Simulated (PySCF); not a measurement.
Coordinates in bohr (charge 1 multiplicity 7):
```
F     0.0000    0.0000   -2.2147
V     2.5511    0.0000    0.4132
V    -2.5511    0.0000    0.4132
```

All numbers come from UPBE0 in PySCF with F def2-SVP, V def2-SVP; no relativity; density-fitted integrals.

This geometry of V₂F⁺ is a stationary point at this level.

What is the point group?

C2v.

Is it a minimum?

Yes: all harmonic wavenumbers are real.

List the harmonic modes with their infrared intensities.


| ω (cm⁻¹) | IR (km/mol) |
| --- | --- |
| 221 | 5.1 |
| 431 | 5.7 |
| 519 | 51.1 |

Give the ideal-gas entropy at 298.15 K and 1 bar by parts.

translation 168.7, rotation 101.1, vibration 14.3, spin 16.2; total 300.2 J/(mol K).

The spin densities have lower symmetry than the nuclear frame, so modes carry no symmetry labels. Only a few start shapes were tried, so a lower isomer may exist. With open d or f shells other occupations or spin states may lie lower. At this level a nonet minimum of D∞h symmetry lies 52 kJ/mol below this structure.
